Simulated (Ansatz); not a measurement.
Start from `[SiH3][O][In]([SH])[Cl]` and change one atom or group to get `[OH][In]([SH])[Cl]`.

Ansatz, PBE0-D4/def2-TZVP geometries, multiplicity 1. Each molecule was computed in one conformer, which needn't be the lowest.

Elements past krypton have def2 core potentials.

```
                                        property  `[SiH3][O][In]([SH])[Cl]`
size of the dipole moment (B3LYP/def2-TZVPP) / D                       1.59
           HOMO–LUMO gap (B3LYP/def2-TZVPP) / eV                       5.34
               HOMO energy (PBE/def2-TZVPP) / eV                      -6.95
            HOMO–LUMO gap (PBE0/def2-TZVPP) / eV                       5.89
         HOMO–LUMO gap (ωB97M-V/def2-TZVPP) / eV                      10.00
           LUMO energy (ωB97M-V/def2-TZVPP) / eV                      -0.42
```

Q: Give the same properties after the change, and the shifts. (Best estimate.)

A: Computed: 
```tsv
property	`[OH][In]([SH])[Cl]`	shift
size of the dipole moment (B3LYP/def2-TZVPP) / D	0.37	-1.22
HOMO–LUMO gap (B3LYP/def2-TZVPP) / eV	5.41	0.07
HOMO energy (PBE/def2-TZVPP) / eV	-6.84	0.11
HOMO–LUMO gap (PBE0/def2-TZVPP) / eV	5.97	0.08
HOMO–LUMO gap (ωB97M-V/def2-TZVPP) / eV	10.08	0.08
LUMO energy (ωB97M-V/def2-TZVPP) / eV	-0.22	0.20
```

With PBE0 the HOMO rises by 0.11 eV and the LUMO rises by 0.20 eV, so the gap widens by about 0.09 eV. PBE moves the HOMO by 0.11 eV and ωB97M-V by 0.12 eV. Dipoles are sizes alone; their direction can turn.

B3LYP here is the variant with VWN-RPA as its local correlation; programs differ in this.
